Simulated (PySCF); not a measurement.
# MC for M along group 14

PBE0 with double-zeta basis sets in PySCF, for the lowest determinant that a PBE0 search found; no spin–orbit coupling. De refers to high-spin ground-configuration atoms. A positive dipole means M(−)C(+).

```tsv
M	basis	state (unpaired electrons)	Re (Å)	ωe (cm⁻¹)	De (eV)	μ (D)
C	aug-cc-pVDZ	triplet (σ ↑, π ↑)	1.314	1709	6.16	n/a
Si	cc-pV(D+d)Z/cc-pVDZ	triplet (σ ↑, π ↑)	1.719	987	4.31	-1.42
Ge	aug-cc-pVDZ-PP/aug-cc-pVDZ	triplet (σ ↑, π ↑)	1.804	805	3.73	-2.03
Sn	def2-SVP	triplet (σ ↑, π ↑)	2.021	632	3.10	-2.38
```

The shortest bond is that of C2 (1.314 Å), the longest that of SnC (2.021 Å). C2 is bound most strongly (6.16 eV) and SnC least (3.10 eV).

The rows differ in basis set, which adds steps of its own.

Relativity is treated differently too: C no relativity; Si no relativity; Ge scalar-relativistic core potentials; Sn scalar-relativistic core potentials.

Down a group bonds as a rule get longer and wavenumbers fall, partly through the reduced mass; this series shows no clear exception.

Spin–orbit coupling is left out, which matters for elements this heavy, above all for dissociation energies. States were picked by a PBE0 search and need not be the measured ground states.
